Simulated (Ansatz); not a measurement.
Consider the isomerisation: `[NH2][Ga]1[CH2]C[SiH2]1` → `C[Si@H]1N[C@@H]1[GaH2]`.

Calculated with Ansatz (gas phase, PBE0-D4/def2-TZVP geometries, no zero-point term in ΔE). CCSD(T)/CBS is the MP2 limit (def2-TZVPP, def2-QZVPP) plus CCSD(T) − MP2 in def2-TZVPP, frozen cores. DFT in def2-TZVPP. B3LYP here is the variant with VWN-RPA as its local correlation; programs differ in this. For Ga outer-core shells are correlated without core-valence functions, which leaves a few kJ/mol of doubt a bond. Scalar relativity is left out up to krypton. Each species was taken in one conformer, which may not be the lowest.

```csv
level,ΔE (kcal/mol)
PBE0-D4,27.6
PBE0,27.6
B3LYP,25.9
HF/def2-QZVPP,24.0
```

Problem. What does CCSD(T)/CBS give? (Best estimate.)

Solution. Ansatz gave: +27.9 kcal/mol. The listed levels differ from it by -0.3, -0.3, -2.0, -3.9 kcal/mol.

Largest T1 diagnostic among the species: 0.013.

In def2-TZVPP, CCSD(T) changes the Hartree–Fock value by +2.9 kcal/mol (the triples alone add +0.1 kcal/mol) and MP2 by +2.7 kcal/mol.
